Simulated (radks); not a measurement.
Coherent X-ray form factor from a spherical all-electron density. Calculated with a radial shooting solver on a logarithmic mesh with Libxc functionals: scalar-relativistic Kohn-Sham, BLYP, spin-polarised, spherical densities, point nucleus.

sin(theta)/lambda (1/angstrom)  f0 (electrons)
0.05                                    34.433
0.1                                     32.900
0.15                                    30.801
0.2                                     28.548
0.25                                    26.417
0.3                                     24.521
0.4                                     21.397
0.5                                     18.833
0.6                                     16.549
0.8                                     12.632
1                                        9.765
1.25                                     7.579
1.5                                      6.385
2                                        5.059

The species is in the configuration that NIST lists as its ground one. Which atom or ion scatters so?

Answer. The krypton ion Kr+, [Ar] 3d10 4s2 4p5. Extrapolating in s^2 from the first two rows gives f0(0) = 34.9, near the electron count 35; among species with that count, the fall with angle is slower the higher Z, and the table is that of Z = 36; from so few rows the species is fixed only to a neighbour or two.
